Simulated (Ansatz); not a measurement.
A nudged elastic band was laid between two geometries of CH6AsBO (10 atoms, charge 0, multiplicity 1).

Level of theory: RKS PBE/def2-SVP (Ansatz 0.2.0).

```yaml
movable_images: 5
climbing_image: yes
spring: 5.0 eV/Å²
optimiser: quadratic models (default)
start_path: through a guess of the saddle point
force_threshold: 0.03 eV/Å
iteration_limit: 60
end_points: relaxed
```

Initial state:

```xyz
10
Properties=species:S:1:pos:R:3
C -0.896 1.531 -0.200
B -0.211 0.120 -0.317
O 0.048 -0.590 0.816
As 0.774 -2.291 0.893
H -1.827 1.554 -0.807
H -0.235 2.305 -0.651
H -1.136 1.828 0.840
H 0.097 -0.351 -1.411
H 1.312 -2.341 -0.562
H 2.157 -1.817 1.402
```

Final state:

```xyz
10
Properties=species:S:1:pos:R:3
C -0.020 1.686 0.009
B -0.527 0.509 -0.671
O -0.821 -0.718 0.165
As 0.603 -2.149 0.770
H -1.469 -1.261 -0.327
H 0.054 2.660 -0.503
H 0.293 1.709 1.068
H -0.762 0.312 -1.854
H 1.565 -1.731 -0.359
H 1.168 -1.070 1.705
```

What changes between the two ends?

Bonds broken: C1–H5. Bonds formed: O3–H5.

What energy profile does the band end with?

The forces met the threshold. The highest image is number 4 of 0 to 6, 87.9 kcal/mol above the first end and 24.0 kcal/mol above the last; the last end lies 63.8 kcal/mol above the first. Neighbouring images differ by up to 1.8 eV, so the band resolves the path poorly. A vibrational analysis at the climbing image gives 2 clearly imaginary modes (1232i, 62i cm⁻¹): a point of higher order, so a lower path passes nearby. The orbitals stay closed-shell, which can raise the energy where a bond breaks towards radicals; this wasn't checked here.

| image | path coordinate (Å) | energy (kcal/mol) | C1–H5 (Å) | O3–H5 (Å) |
| --- | --- | --- | --- | --- |
| 0 | 0.00 | 0.0 | 1.11 | 3.28 |
| 1 | 1.19 | 5.7 | 1.11 | 2.93 |
| 2 | 2.38 | 48.0 | 1.43 | 2.34 |
| 3 | 3.57 | 62.2 | 2.39 | 2.22 |
| 4 | 4.77 | 87.9 | 2.80 | 1.27 |
| 5 | 5.66 | 65.9 | 3.29 | 0.98 |
| 6 | 6.55 | 63.8 | 3.30 | 0.98 |

What is the geometry of the highest image?


```xyz
10
Properties=species:S:1:pos:R:3
C -0.090 1.687 0.115
B -0.564 0.430 -0.346
O -0.835 -0.950 0.187
As 0.483 -2.011 1.014
H -0.933 -0.712 -1.059
H 0.007 2.568 -0.537
H 0.191 1.851 1.170
H -0.891 0.185 -1.626
H 1.303 -2.271 -0.278
H 1.413 -0.828 1.363
```

Run time: 5.8 min on 2 threads of Intel(R) Xeon(R) Platinum 8259CL CPU @ 2.50GHz (Skylake/Cascade Lake), with other jobs on the host, peak memory 0.16 GiB.
